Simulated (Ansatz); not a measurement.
System: HTe2, charge -1, multiplicity 1. It need not be the lowest isomer of its formula. Whether it binds its extra electron was not tested at this geometry. 
Coordinates optimised at B3LYP-D3(BJ)/def2-TZVP (Ansatz, a quantum-chemistry and plane-wave program):
SMILES: [Te-][TeH]
```xyz
3

Te    -0.0213     0.0955    -1.3989
Te     0.0111    -0.0638     1.3687
H      0.5271    -1.6485     1.5722
```
Charge -1, spin multiplicity 1.

Basis-set convergence of Hartree-Fock and CCSD correlation energies (hartree) with Ansatz. Correlated levels leave the core frozen unless marked. No spin-orbit coupling. The frozen core is the preceding noble-gas configuration, with the filled d and f shells of earlier blocks. Past Kr the def2 sets carry scalar-relativistic core potentials. This anion needs diffuse functions, which these sets lack.

| basis | functions | E(HF) | E(corr, CCSD) |
|---|---|---|---|
| def2-SVP | 57 | -534.63409 | -0.22131 |
| def2-TZVPP | 114 | -534.66107 | -0.29899 |
| def2-QZVPP | 194 | [?] | [?] |

Complete the blanks.


- def2-QZVPP, E(HF): -534.66660
- def2-QZVPP, E(corr, CCSD): -0.32961
